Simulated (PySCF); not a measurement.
Species: C₅H₉NSi.
Atom-mapped SMILES: `[CH:1]#[C:2][C@@H:3]1[CH2:4][C@H:5]1[SiH2:6][NH2:7]`

NICS is the negative of the GIAO shielding at a point without a nucleus: at the ring centre (0) and 1 Å above and below it (1); zz is the component along the ring normal. Level: GIAO KT3/pcSseg-1 (PySCF, non-relativistic, gas phase) on the PBE0-D3(BJ)/def2-SVP geometry, one conformer.

Ring bond lengths (Å): C3–C4 1.503, C4–C5 1.500, C5–C3 1.525.

Question: What do the NICS probes read (ppm)?

Answer: 
| ring | type | NICS(0) | NICS(1), two faces | NICS(1)zz, two faces | rms pucker (Å) | centre to ring atoms, mean (Å) |
| --- | --- | --- | --- | --- | --- | --- |
| C3–C4–C5 | 3-membered carbocycle; formal bonds all single | -43.8 | -7.4 / -9.5 | -20.5 / -25.6 | 0.00 | 0.87 |

Question: What do they say, and how far can they be read as aromaticity?

Answer: 
- C3–C4–C5: mean NICS(1)zz -23.1 ppm, shielded. C3, C4, C5 have four or more neighbours, so the value isn't read as a sign of a π ring current. The two faces differ by 5.1 ppm, so no symmetry operation interchanges them. NICS(0) lies 35 ppm below the mean NICS(1).

Question: What field does 1 T along the ring normal induce along that normal at the first NICS(1) probe listed for ring C3–C4–C5, 1 Å off the ring?

Answer: NICSzz × B0 = -20.5 ppm × 1 T = -20 μT, against the applied field.

Question: What are the shieldings of the ring atoms and their hydrogens in the same run (means over atoms taken as equivalent)?

Answer: 
```
  atoms                  environment  σ isotropic (ppm)  principal values of the symmetric part, first atom (ppm)
     C3           propargylic carbon              177.5                                       149.5, 163.1, 220.0
     C4   three-membered-ring carbon              168.5                                       142.5, 167.6, 195.4
     C5  sp3 carbon bound to silicon              173.7                                       140.5, 169.5, 211.1
H on C3             methine hydrogen              30.00                                          21.7, 29.7, 38.5
H on C4           methylene hydrogen              30.39                                          24.5, 28.4, 38.3
H on C4           methylene hydrogen              30.46                                          25.3, 27.4, 38.7
H on C5             methine hydrogen              31.47                                          25.3, 28.9, 40.2
```

Question: How do the values depend on the level or the medium?

Answer: 
```json
{"level": "KT3/pcSseg-1, gas", "NICS(0), C3–C4–C5": "-43.8", "mean NICS(1)zz, C3–C4–C5": "-23.1"}
{"level": "PBE0/pcSseg-1, gas", "NICS(0), C3–C4–C5": "-45.7", "mean NICS(1)zz, C3–C4–C5": "-24.5"}
{"level": "PBE0/pcSseg-1, IEF-PCM chloroform", "NICS(0), C3–C4–C5": "-46.0", "mean NICS(1)zz, C3–C4–C5": "-24.6"}
```

The geometry is the same throughout; the continuum's cavity takes Bondi-type radii × 1.2.

Shape of the structure used: `[CH:1]#[C:2][C@@H:3]1[CH2:4][C@H:5]1[SiH2:6][NH2:7]`: C4–C5–Si6–N7 45°, H–N7–Si6–C5 -136°, H–N7–Si6–C5 83°.
